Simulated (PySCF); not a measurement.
C4H5BFN.

```xyz
12

N      2.7671     0.0848    -0.3998
C      1.6206     0.2268    -0.5056
C      0.1826     0.3637    -0.6077
C     -0.6791    -0.8628    -1.1012
C     -1.8070    -0.6426    -0.0389
B     -0.7636     0.2881     0.6783
F     -0.6004     0.7135     1.9101
H     -0.0690     1.2644    -1.1963
H     -0.1391    -1.8054    -0.9352
H     -0.9821    -0.8112    -2.1567
H     -2.6626    -0.0836    -0.4550
H     -2.1979    -1.5304     0.4797
```
Charge 0, spin multiplicity 1.

Geometry optimised at B3LYP-D3(BJ)/def2-SVP. The structure was generated by enumeration; whether it is a known compound was not checked.

Computed with PBE/pcSseg-1 (PySCF). Non-relativistic, no solvent.

Computed absolute GIAO shielding of each atom: isotropic value and principal components (ppm):
| atom | σ(iso) | σ11 | σ22 | σ33 | span |
|---|---|---|---|---|---|
| N1 | -38.3 | -204.6 | -193.6 | 283.4 | 488.0 |
| C2 | 63.2 | -54.9 | -44.9 | 289.5 | 344.5 |
| C3 | 153.3 | 120.9 | 160.4 | 178.6 | 57.7 |
| C4 | 158.3 | 142.8 | 160.5 | 171.6 | 28.8 |
| C5 | 155.2 | 126.6 | 165.7 | 173.2 | 46.6 |
| B6 | 39.7 | -11.2 | 43.9 | 86.3 | 97.5 |
| F7 | 150.1 | -25.6 | 82.3 | 393.7 | 419.3 |
| H8 | 28.7 | 24.3 | 29.2 | 32.7 | 8.4 |
| H9 | 29.4 | 26.0 | 28.2 | 34.0 | 7.9 |
| H10 | 28.7 | 25.1 | 26.9 | 34.2 | 9.1 |
| H11 | 29.6 | 26.0 | 27.7 | 35.1 | 9.2 |
| H12 | 29.6 | 25.3 | 27.3 | 36.1 | 10.8 |
